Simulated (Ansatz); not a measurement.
C₂F₃N, singlet, at a GFN2-xTB geometry. Base run: HF/6-31G in Ansatz (a program for electronic structure).

Here is a job for Ansatz.
Ansatz 0.2 input:
```yaml
crystal:
  periodic: [false, false, false]
  atoms:
    - {symbol: C, position_ang: [-0.00032390, 0.00326018, -0.30776782]}
    - {symbol: C, position_ang: [0.00123066, -0.01238705, 1.16936308]}
    - {symbol: F, position_ang: [-0.00806551, 1.25382298, -0.77656620]}
    - {symbol: F, position_ang: [1.08144338, -0.60808570, -0.79743600]}
    - {symbol: F, position_ang: [-1.07587137, -0.62063930, -0.79529858]}
    - {symbol: N, position_ang: [0.00242871, -0.02444580, 2.30773363]}
basis:
  gaussian:
    orbitals: 6-31G
hamiltonian:
  xc: hf
```

The bond that is stretched is that between atoms 6 and 2. A test that says stable can miss a lower solution.

Variants of this job, named by their change:

```tsv
change	ΔE vs base (mEh)	<S^2>	stability test says
base	0.000	0.000	minimum (restricted orbitals)
spin_polarized = on; lower_state_search = off	0.000	0.000	undecided (no full test)
spin_polarized = on; lower_state_search = standard	0.000	0.000	minimum
bond × 1.25	125.2	0.000	minimum (restricted orbitals)
spin_polarized = on; lower_state_search = off; bond × 1.25	125.2	0.000	undecided (no full test)
spin_polarized = on; lower_state_search = standard; bond × 1.25	59.669	1.371	minimum
bond × 1.5	293.8	0.000	minimum (restricted orbitals)
spin_polarized = on; lower_state_search = off; bond × 1.5	293.8	0.000	undecided (no full test)
spin_polarized = on; lower_state_search = standard; bond × 1.5	122.0	2.087	minimum
bond × 1.8	407.8	0.000	minimum (restricted orbitals)
spin_polarized = on; lower_state_search = off; bond × 1.8	407.8	0.000	undecided (no full test)
spin_polarized = on; lower_state_search = standard; bond × 1.8	149.8	2.676	minimum
bond × 2.2	489.1	0.000	minimum (restricted orbitals)
spin_polarized = on; lower_state_search = off; bond × 2.2	489.1	0.000	undecided (no full test)
spin_polarized = on; lower_state_search = standard; bond × 2.2	156.1	2.935	minimum
bond × 3.0	546.3	0.000	minimum (restricted orbitals)
spin_polarized = on; lower_state_search = off; bond × 3.0	546.3	0.000	undecided (no full test)
spin_polarized = on; lower_state_search = standard; bond × 3.0	157.3	3.007	minimum
```

Where a bond breaks into two radicals, a solution with restricted orbitals usually stops being the lowest and lies too high; an unrestricted one lies lower at the price of spin contamination, which <S^2> shows.
